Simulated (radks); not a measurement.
Q: The mean radii <r> (bohr) of the occupied orbitals of an atom or ion are listed with their occupations. Method: scalar-relativistic Kohn-Sham, PBEsol, spin-polarised, spherical densities, finite nucleus; Fermi nuclear charge, rms radius of each element as measured or else 0.836 A^(1/3) + 0.57 fm; computed with a radial shooting solver on a logarithmic mesh with Libxc functionals.

orbital  occ.      <r>
1s up       1  0.03708
1s down     1  0.03708
2s up       1   0.1627
2s down     1   0.1627
2p up       3   0.1418
2p down     3   0.1418
3s up       1   0.4587
3s down     1   0.4587
3p up       3   0.4623
3p down     3   0.4622
3d up       5   0.4523
3d down     5   0.4522
4s up       1    1.194
4s down     1    1.192
4p up       3    1.328
4p down     3    1.322
5s up       1    2.841

Name the element and its charge. Open shells, if any, are filled with parallel spins first.

A: Z = 40, zirconium, charge +3: Zr3+ in [Kr] 5s1. The 1s radius gives Z: for a bare nucleus <r> = (2 gamma + 1)/(2Z) with gamma = sqrt(1 - (Z/c)^2), 0.03641 bohr for Z = 40, and screening makes it slightly larger (0.03708 here). The occupations add up to 37, and the charge is Z minus that.
